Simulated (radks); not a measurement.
Results of a calculation; reference values are marked as such.
Question: The mean radii <r> (bohr) of the occupied orbitals of an atom or ion are listed with their occupations. Code: a radial shooting solver on a logarithmic mesh with Libxc functionals. Model: non-relativistic Kohn-Sham, PBE, spin-polarised, spherical densities, point nucleus.

| orbital | occ. | <r> |
|---|---|---|
| 1s up | 1 | 0.01966 |
| 1s down | 1 | 0.01966 |
| 2s up | 1 | 0.08268 |
| 2s down | 1 | 0.08267 |
| 2p up | 3 | 0.06988 |
| 2p down | 3 | 0.06986 |
| 3s up | 1 | 0.2036 |
| 3s down | 1 | 0.2037 |
| 3p up | 3 | 0.1935 |
| 3p down | 3 | 0.1936 |
| 3d up | 5 | 0.1683 |
| 3d down | 4 | 0.1684 |

Name the element and its charge. Open shells, if any, are filled with parallel spins first.

Answer: Z = 77, iridium, charge +50: Ir50+ in [Ar] 3d9. The 1s radius gives Z: for a bare nucleus <r> = 1.5/Z, 0.01948 bohr for Z = 77, and screening makes it slightly larger (0.01966 here). The occupations add up to 27, and the charge is Z minus that.
